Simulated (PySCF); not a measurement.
C₄H₉NSi, SMILES [SiH2](C#CC)CN.

Geometry optimised at PBE0-D3(BJ)/def2-SVP. The structure was generated by enumeration, and PubChem lists no compound with its InChIKey, so it may never have been made. Other conformers were not sampled.

Two levels are set side by side: TDDFT-PBE/def2-SVPD (PySCF) and TDDFT-CAM-B3LYP/def2-SVPD (PySCF). Vertical, same geometry. The lowest singlet is HOMO→LUMO 99 % with PBE and HOMO−1→LUMO 28 %, HOMO−2→LUMO+2 22 %, HOMO−1→LUMO+1 20 %, HOMO−1→LUMO+3 7 % with the other functional; states are paired by order. Differences are taken from unrounded values.

```json
[
 {"quantity": "lowest singlet excitation (eV)", "TDDFT-CAM-B3LYP": "5.91"},
 {"quantity": "lowest triplet excitation (TDA) (eV)", "TDDFT-CAM-B3LYP": "4.92"}
]
```

Task: What does TDDFT-PBE give, and how far is it from TDDFT-CAM-B3LYP? (An estimate is asked for; the answer gives what the named calculation found.)

Result: 
| quantity | TDDFT-PBE | TDDFT-PBE minus TDDFT-CAM-B3LYP |
|---|---|---|
| lowest singlet excitation (eV) | 4.68 | -1.24 |
| lowest triplet excitation (TDA) (eV) | 4.57 | -0.35 |

Functionals without exact exchange tend to place singlet excitations lower, as here. Differences between two approximate levels are no errors against the true value.

Rough cost on one machine, each run with all the roots and properties that it gave: TDDFT-CAM-B3LYP against TDDFT-PBE about 7 times.
